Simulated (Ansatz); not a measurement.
```yaml
crystal:
  periodic: [false, false, false]
  atoms:
    - {symbol: C, position_ang: [-0.228107, 2.772608, 0.013367]}
    - {symbol: Zn, position_ang: [-0.334416, 0.821637, -0.015483]}
    - {symbol: Si, position_ang: [-0.472633, -1.559897, -0.037740]}
    - {symbol: N, position_ang: [1.099505, -2.258864, 0.206017]}
    - {symbol: H, position_ang: [-0.483023, 3.164105, 1.001934]}
    - {symbol: H, position_ang: [-0.917564, 3.214443, -0.711215]}
    - {symbol: H, position_ang: [0.781091, 3.114495, -0.232367]}
    - {symbol: H, position_ang: [-1.329459, -2.059312, 1.080040]}
    - {symbol: H, position_ang: [-1.170986, -2.050044, -1.275492]}
    - {symbol: H, position_ang: [1.878777, -1.897944, -0.320158]}
    - {symbol: H, position_ang: [1.176825, -3.261216, 0.291098]}
basis:
  gaussian: {orbitals: cc-pVDZ, point_charges: [{charge: 2.00, position_ang: [6.437, -0.982, 0.115]}]}
hamiltonian: {xc: {name: HF}}
correlation: {method: mp2, frozen_orbitals: {C: 9}}
output: {forces: true}
```

```sh
$ ansatz run in.yaml --threads 4 --pin off --events-out ev --progress --plain --max-ram 10444MiB
```

Shortened log:

```
Functional definition: HF
Error: "frozen_orbitals" has no count for Zn
```

Problem. What is wrong with this run?

Solution. Frozen orbitals are typed for one element alone, and the program wants a count for each. The program refused the input.
